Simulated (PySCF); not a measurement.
A PySCF script (with the pyscf-properties extension) for the NMR shieldings of `CC[Si](N)(N)O[SiH2]OC`, C3H14N2O2Si2, on a GFN2-xTB geometry:

```python
import basis_set_exchange as bse
import numpy as np
from pyscf import gto, dft
from pyscf.prop import nmr

atoms = """
C    -1.687570    1.569725   -0.186928
C    -2.123076    0.123456    0.011235
Si   -0.688204   -1.117690   -0.069694
N     0.088592   -0.902390   -1.608496
N    -1.294868   -2.669289    0.397755
O     0.429836   -0.824523    1.072966
Si    1.810525   -0.200321    1.630771
O     2.685477    0.557602    0.496638
C     2.289981    1.584323   -0.367002
H    -0.965975    1.857479    0.573368
H    -1.222210    1.699517   -1.160969
H    -2.537677    2.248206   -0.112293
H    -2.870756   -0.124902   -0.740407
H    -2.622163    0.035618    0.973943
H    -0.427575   -1.081314   -2.453477
H     1.041603   -1.218006   -1.702825
H    -1.956920   -3.144421   -0.188272
H    -0.666334   -3.322489    0.835212
H     1.405069    0.684298    2.718992
H     2.720312   -1.282192    1.959549
H     3.101191    1.752924   -1.076311
H     1.385265    1.294043   -0.908910
H     2.100726    2.507330    0.188172
"""
names = dict.fromkeys(["C", "Si", "N", "O", "H"], "pcSseg-1")
basis = {el: gto.basis.parse(bse.get_basis(n, elements=[el], fmt="nwchem")) for el, n in names.items()}
mol = gto.M(atom=atoms, basis=basis, charge=0, verbose=0)
mf = dft.RKS(mol, xc="PBE0")
mf.grids.level = 2
mf.grids.alignment = dft.numint.BLKSIZE   # the property module wants whole blocks of grid points
mf.conv_tol = 1e-9
mf.kernel()

calc = nmr.RKS(mf)   # GIAO
C = mf.mo_coeff
Co = C[:, mf.mo_occ > 0]
resp = mf.gen_response(singlet=True, hermi=2)
def vind(x):   # induced exchange potential for any number of trial vectors
    d = np.einsum("pi,xij,qj->xpq", C, 2 * x.reshape(-1, C.shape[1], Co.shape[1]), Co, optimize=True)
    return np.einsum("xpq,pi,qj->xij", resp(d - d.transpose(0, 2, 1)), C, Co, optimize=True).ravel()
mo1, _ = nmr.rhf.solve_mo1(calc, with_cphf=vind)
sigma = calc.kernel(mo1)
for i, s in enumerate(sigma):   # ppm
    print("%2d %-2s %9.2f" % (i, mol.atom_pure_symbol(i), np.trace(s) / 3))
```

Problem. What are the results?

Solution. 
```
 0 C     175.79
 1 C     175.26
 2 Si    375.75
 3 N     231.57
 4 N     234.73
 5 O     260.22
 6 Si    392.77
 7 O     298.93
 8 C     133.38
 9 H      30.65
10 H      30.49
11 H      30.41
12 H      31.39
13 H      30.95
14 H      31.38
15 H      30.86
16 H      31.64
17 H      30.79
18 H      26.74
19 H      27.08
20 H      27.81
21 H      26.74
22 H      28.00
```

These numbers come from an equivalent density-fitted implementation of the same equations, which agrees with the script to about 0.01 ppm for H and up to a few tenths of a ppm for heavy atoms, so last digits may differ.

Size and cost of the density-fitted run: 237 basis functions, 100 s wall time on 1 thread of an Arm Neoverse N1, shared host; peak memory 1.1 GiB.
